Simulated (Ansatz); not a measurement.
`[F][Mo](=[S])(=[S])[Cl]` + NH₃ → `[NH2][Mo]([F])(=[S])=[S]` + HCl at 400 K and 1 bar (ligand exchange at a Mo–Cl bond).

Calculated with Ansatz (gas phase, PBE0-D4/def2-TZVP geometries, no zero-point term in ΔE). CCSD(T)/CBS is the MP2 limit (def2-TZVPP, def2-QZVPP) plus CCSD(T) − MP2 in def2-TZVPP, frozen cores. This one scheme is used for every species. def2 core potentials past Kr. For Mo outer-core shells are correlated without core-valence functions, which leaves a few kJ/mol of doubt a bond. Each species was taken in one conformer, which may not be the lowest.

| species | CCSD(T)/CBS energy (Eh) | H − E (kJ/mol) | S (J/(mol·K)) |
| --- | --- | --- | --- |
| `[F][Mo](=[S])(=[S])[Cl]` | -1423.42718 | 48.5 | 382.4 |
| NH₃ | -56.50880 | 104.2 | 203.1 |
| `[NH2][Mo]([F])(=[S])=[S]` | -1019.53735 | 115.0 | 384.3 |
| HCl | -460.38127 | 29.6 | 195.4 |

H − E and S are ideal-gas, rigid-rotor, harmonic terms from PBE0-D4/def2-TZVP, for one conformer and one mirror image of each species. 1 Eh = 2625.50 kJ/mol, R = 8.31446 J/(mol·K).

Question: By hand: ΔE, ΔH, ΔS and ΔG.

Answer: ΔE = (-1019.53735) + (-460.38127) − (-1423.42718) − (-56.50880) = 0.01736 Eh = 45.6 kJ/mol. Δ(H − E) = 115.0 + 29.6 − 48.5 − 104.2 = -8.1, so ΔH = 37.5 kJ/mol. ΔS = 384.3 + 195.4 − 382.4 − 203.1 = -5.8 J/(mol·K). ΔG = 37.5 − 400 × (-5.8)/1000 = 39.8 kJ/mol.

Question: By hand: the equilibrium constant, and the temperature at which ΔG would vanish if ΔH and ΔS stayed fixed.

Answer: log₁₀ K = −ΔG/(RT ln 10) = -5.2. ΔH and −TΔS have one sign here, so there is no such temperature.

The number of gas molecules stays the same, so ΔS is small and ΔH decides. A doubt of 5 kJ/mol in ΔE shifts log₁₀ K by 0.7 here. Other conformers and mirror images would add mixing entropy, several J/(mol·K) or more a flexible species. These are equilibria of isolated gas molecules and say nothing of rates. Largest T1 diagnostic: 0.024 (customary marks: 0.02 for closed shells, 0.045 for open ones).

ΔS is within the doubt of such terms, so its sign, and with it that verdict, could turn.
